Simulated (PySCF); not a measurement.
C4H13AlN, doublet, geometry from GFN2-xTB (such geometries of metal compounds can be far from the true shape) (the spin is typed, not shown lowest); DF-CAMB3LYP/cc-pVDZ in PySCF.

PySCF was given this input:
```python
from pyscf import gto, scf, dft

mol = gto.M(
    atom='''
Al   -1.59979072   -0.88786746   -0.40362325
H    -1.14503255   -2.39544136   -0.09897162
H    -1.35171419   -0.61314711   -1.96399238
C    -0.34890626    2.11541956    0.52010680
C     0.55742139    1.22202877   -0.31216783
N     0.41448270   -0.19746673    0.00760812
C     1.30725082   -0.96939952   -0.84313427
C     0.71112744   -0.48363466    1.40074643
H    -1.35034951    1.66912963    0.54156864
H     0.01323049    2.22928944    1.53870110
H    -0.41001572    3.10128350    0.06729033
H     0.27856090    1.32626235   -1.36469672
H     1.60694945    1.53391976   -0.19885799
H     1.06790300   -0.76990160   -1.88578293
H     1.14148954   -2.02875673   -0.65723038
H     2.35858774   -0.72420002   -0.65673259
H     1.72635370   -0.17493996    1.67377588
H    -0.00712208    0.02066504    2.04483164
H     0.60569914   -1.55610371    1.56063546
''',
    basis='cc-pvdz',
    spin=1,
    verbose=4,
)

mf = dft.UKS(mol)
mf.xc = 'camb3lyp'
mf.small_rho_cutoff = 0
mf = mf.density_fit(auxbasis='def2-universal-jkfit')
mf.kernel()
```

What the program printed (banner, timings and long lists left out):

```
PySCF version 2.14.0

[INPUT] verbose = 4
[INPUT] num. atoms = 19
[INPUT] num. electrons = 57
[INPUT] charge = 0
[INPUT] spin (= nelec alpha-beta = 2S) = 1
[INPUT] symmetry False subgroup None
[INPUT] Mole.unit = angstrom
[INPUT] Symbol           X                Y                Z      unit          X                Y                Z       unit  Magmom
[INPUT]  1 Al    -1.599790720000  -0.887867460000  -0.403623250000 AA   -3.023166317421  -1.677826334313  -0.762737400007 Bohr   0.0
[INPUT]  2 H     -1.145032550000  -2.395441360000  -0.098971620000 AA   -2.163797923212  -4.526728117856  -0.187029255905 Bohr   0.0
[INPUT]  3 H     -1.351714190000  -0.613147110000  -1.963992380000 AA   -2.554369617788  -1.158680111969  -3.711407708933 Bohr   0.0
[INPUT]  4 C     -0.348906260000   2.115419560000   0.520106800000 AA   -0.659337274546   3.997563606948   0.982859407524 Bohr   0.0
[INPUT]  5 C      0.557421390000   1.222028770000  -0.312167830000 AA    1.053373763074   2.309299691639  -0.589911703600 Bohr   0.0
[INPUT]  6 N      0.414482700000  -0.197466730000   0.007608120000 AA    0.783258786370  -0.373158038413   0.014377263123 Bohr   0.0
[INPUT]  7 C      1.307250820000  -0.969399520000  -0.843134270000 AA    2.470346025913  -1.831899598085  -1.593292856535 Bohr   0.0
[INPUT]  8 C      0.711127440000  -0.483634660000   1.400746430000 AA    1.343836101263  -0.913937051747   2.647027122662 Bohr   0.0
[INPUT]  9 H     -1.350349510000   1.669129630000   0.541568640000 AA   -2.551790746341   3.154197867097   1.023416407253 Bohr   0.0
[INPUT] 10 H      0.013230490000   2.229289440000   1.538701100000 AA    0.025002002594   4.212746493985   2.907723666567 Bohr   0.0
[INPUT] 11 H     -0.410015720000   3.101283500000   0.067290330000 AA   -0.774817417566   5.860576449633   0.127160294532 Bohr   0.0
[INPUT] 12 H      0.278560900000   1.326262350000  -1.364696720000 AA    0.526403810012   2.506272610822  -2.578903043892 Bohr   0.0
[INPUT] 13 H      1.606949450000   1.533919760000  -0.198857990000 AA    3.036694356520   2.898688243459  -0.375787138781 Bohr   0.0
[INPUT] 14 H      1.067903000000  -0.769901600000  -1.885782930000 AA    2.018044197601  -1.454903166864  -3.563613268080 Bohr   0.0
[INPUT] 15 H      1.141489540000  -2.028756730000  -0.657230380000 AA    2.157102604656  -3.833794593068  -1.241985418944 Bohr   0.0
[INPUT] 16 H      2.358587740000  -0.724200020000  -0.656732590000 AA    4.457084869357  -1.368539697205  -1.241044732176 Bohr   0.0
[INPUT] 17 H      1.726353700000  -0.174939960000   1.673775880000 AA    3.262335687130  -0.330588612642   3.162978007103 Bohr   0.0
[INPUT] 18 H     -0.007122080000   0.020665040000   2.044831640000 AA   -0.013458780637   0.039051265953   3.864171770445 Bohr   0.0
[INPUT] 19 H      0.605699140000  -1.556103710000   1.560635460000 AA    1.144605488485  -2.940609833320   2.949173599685 Bohr   0.0

nuclear repulsion = 319.104878219442
number of shells = 69
number of NR pGTOs = 262
number of NR cGTOs = 153
basis = cc-pvdz
ecp = {}

******** <class 'pyscf.df.df_jk.DFUKS'> ********
method = DFUKS
initial guess = minao
damping factor = 0
level_shift factor = 0
DIIS = <class 'pyscf.scf.diis.CDIIS'>
diis_start_cycle = 1
diis_space = 8
diis_damp = 0
SCF conv_tol = 1e-09
SCF conv_tol_grad = None
SCF max_cycles = 50
direct_scf = False
number electrons alpha = 29  beta = 28
XC library pyscf.dft.libxc version 7.1.2
    S. Lehtola, C. Steigemann, M. J. T. Oliveira, and M. A. L. Marques,  SoftwareX 7, 1–5 (2018)
XC functionals = camb3lyp
    T. Yanai, D. P. Tew, and N. C. Handy,  Chem. Phys. Lett. 393, 51 (2004)
radial grids:
    Treutler-Ahlrichs [JCP 102, 346 (1995); DOI:10.1063/1.469408] (M4) radial grids

becke partition: Becke, JCP 88, 2547 (1988); DOI:10.1063/1.454033
pruning grids: <function nwchem_prune>
grids dens level: 3
symmetrized grids: False
atomic radii adjust function: <function treutler_atomic_radii_adjust>
small_rho_cutoff = 0
Set gradient conv threshold to 3.16228e-05
tot grids = 217064
******** <class 'pyscf.df.df.DF'> ********
auxbasis = def2-universal-jkfit
Create RSH-DF object <pyscf.df.df.DF object> for omega=0.33
******** <class 'pyscf.df.df.DF'> ********
auxbasis = auxmol.basis = def2-universal-jkfit
init E= -457.786182299132

cycle= 1 E= -457.222264390378  delta_E= 0.564  |g|= 0.19  |ddm|= 2.57
cycle= 2 E= -457.2449259615  delta_E= -0.0227  |g|= 0.107  |ddm|= 0.333
cycle= 3 E= -457.250460569502  delta_E= -0.00553  |g|= 0.0353  |ddm|= 0.101
cycle= 4 E= -457.251148924643  delta_E= -0.000688  |g|= 0.0137  |ddm|= 0.0437
cycle= 5 E= -457.251258978864  delta_E= -0.00011  |g|= 0.00426  |ddm|= 0.0169
cycle= 6 E= -457.251276372828  delta_E= -1.74e-05  |g|= 0.0013  |ddm|= 0.00717
cycle= 7 E= -457.251279712683  delta_E= -3.34e-06  |g|= 0.000459  |ddm|= 0.00349
cycle= 8 E= -457.251280234365  delta_E= -5.22e-07  |g|= 0.000202  |ddm|= 0.00139
cycle= 9 E= -457.251280327976  delta_E= -9.36e-08  |g|= 9.14e-05  |ddm|= 0.000655
cycle= 10 E= -457.251280341824  delta_E= -1.38e-08  |g|= 2.79e-05  |ddm|= 0.000269
cycle= 11 E= -457.251280343047  delta_E= -1.22e-09  |g|= 6.96e-06  |ddm|= 8.63e-05
cycle= 12 E= -457.251280343113  delta_E= -6.55e-11  |g|= 2.93e-06  |ddm|= 1.8e-05
Extra cycle  E= -457.251280343116  delta_E= -3.41e-12  |g|= 2.28e-06  |ddm|= 7.45e-06
converged SCF energy = -457.251280343116  <S^2> = 0.75139854  2S+1 = 2.001398
```
